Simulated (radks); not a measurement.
Species: Tc2+. Configuration: [Kr] 4d2 5s1 5p2 (not the ground configuration). Method: scalar-relativistic Kohn-Sham, r2SCAN, spin-polarised, spherical densities, finite nucleus; open shells are filled with parallel spins first (spin-orbit coupling, left out, can overturn this in heavy ions); meta-GGA in the generalised Kohn-Sham scheme; Fermi nuclear charge, rms radius 4.4112 fm; computed with a radial shooting solver on a logarithmic mesh with Libxc functionals.

Normalised radial functions P(r) = r R(r), r in bohr:

| r | 4s up | 5s up |
|---|---|---|
| 0.005613 | 0.1545 | 0.0626 |
| 0.006482 | 0.1699 | 0.0688 |
| 0.007486 | 0.1854 | 0.0751 |
| 0.008577 | 0.1999 | 0.0809 |
| 0.009905 | 0.2142 | 0.0867 |
| 0.01144 | 0.2267 | 0.0918 |
| 0.01321 | 0.2363 | 0.0957 |
| 0.01526 | 0.2416 | 0.0978 |
| 0.01748 | 0.2413 | 0.0977 |
| 0.02019 | 0.2337 | 0.0946 |
| 0.02331 | 0.2166 | 0.0876 |
| 0.02692 | 0.1883 | 0.0761 |
| 0.03109 | 0.1471 | 0.0594 |
| 0.03562 | 0.0956 | 0.0385 |
| 0.04114 | 0.0279 | 0.0110 |
| 0.04751 | -0.0519 | -0.0213 |
| 0.05487 | -0.1397 | -0.0569 |
| 0.06337 | -0.2291 | -0.0931 |
| 0.0726 | -0.3066 | -0.1243 |
| 0.08385 | -0.3701 | -0.1498 |
| 0.09684 | -0.4014 | -0.1621 |
| 0.1118 | -0.3875 | -0.1558 |
| 0.1292 | -0.3189 | -0.1272 |
| 0.1492 | -0.1928 | -0.0752 |
| 0.1709 | -0.0275 | -0.0075 |
| 0.1974 | 0.1775 | 0.0759 |
| 0.2279 | 0.3816 | 0.1579 |
| 0.2632 | 0.5437 | 0.2209 |
| 0.304 | 0.6214 | 0.2473 |
| 0.3483 | 0.5878 | 0.2263 |
| 0.4022 | 0.4266 | 0.1510 |
| 0.4645 | 0.1501 | 0.0291 |
| 0.5365 | -0.2006 | -0.1183 |
| 0.6196 | -0.5668 | -0.2606 |
| 0.7098 | -0.8663 | -0.3578 |
| 0.8198 | -1.0775 | -0.3900 |
| 0.9467 | -1.1485 | -0.3317 |
| 1.093 | -1.0785 | -0.1830 |
| 1.263 | -0.9026 | 0.0324 |
| 1.447 | -0.6877 | 0.2607 |
| 1.671 | -0.4605 | 0.4868 |
| 1.93 | -0.2732 | 0.6556 |
| 2.228 | -0.1438 | 0.7368 |
| 2.574 | -0.0673 | 0.7224 |
| 2.972 | -0.0269 | 0.6260 |
| 3.405 | -0.0096 | 0.4880 |
| 3.933 | -0.0026 | 0.3308 |
| 4.542 | -0.0006 | 0.1954 |
| 5.245 | -0.0001 | 0.0991 |
| 6.057 | 0.0000 | 0.0419 |
| 6.94 | 0.0000 | 0.0155 |
| 8.015 | 0.0000 | 0.0044 |
| 9.256 | 0.0000 | 0.0010 |

4s up: eigenvalue -108.03 eV, 3 radial nodes at r = 0.0434, 0.174, 0.495 bohr, <r> = 1.04 bohr, 90 % of the charge inside 1.51 bohr. 5s up: eigenvalue -25.729 eV, 4 radial nodes at r = 0.0433, 0.173, 0.478, 1.24 bohr, <r> = 2.56 bohr, 90 % of the charge inside 3.65 bohr.
